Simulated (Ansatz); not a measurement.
System: C₄H₈N, net charge 0, doublet state. It need not be the lowest isomer of its formula. SMILES: N[C]1CCC1
Structure (B3LYP-D3(BJ)/def2-TZVP (Ansatz, a quantum-chemistry and plane-wave program) minimum search):
```
C
N 1 1.3923
H 2 1.0111 1 114.46
H 2 1.0111 3 110.72 1 -131.17
C 1 1.5044 2 126.17 3 179.96
H 5 1.0938 1 118.04 2 87.67
H 5 1.0997 6 107.84 1 130.06
C 1 1.5044 2 126.17 3 50.70
H 8 1.0938 1 118.04 2 -87.67
H 8 1.0997 9 107.84 1 -130.06
C 5 1.5583 6 116.87 7 127.96
H 11 1.0885 5 115.76 6 -109.68
H 11 1.0887 12 109.01 5 -128.57
```
Charge 0, spin multiplicity 2.

Q: Give the harmonic wavenumbers at B3LYP-D3(BJ)/def2-TZVP (Ansatz, finite differences of forces, unscaled).

A: 131, 267, 290, 373, 620, 706, 745, 798, 881, 921, 961, 983, 1019, 1070, 1190, 1194, 1236, 1244, 1260, 1335, 1396, 1469, 1478, 1505, 1640, 2954, 2959, 3023, 3026, 3073, 3120, 3506, 3600 cm⁻¹. Zero-point energy 71.4 kcal/mol.

Q: From these and the geometry, give the ideal-gas thermochemistry at 298.15 K and 1 atm (rigid rotor, harmonic oscillator).

A: Point group Cs, rotational symmetry number 1. Rotational constants 10.49, 4.396, 3.329 GHz. S(trans) 38.66, S(rot) 25.15, S(vib) 9.19, S(elec, spin only) 1.38, S 74.4 cal/(mol K). H(298) - H(0) 4.07 kcal/mol; G - E(el) 53.3 kcal/mol.
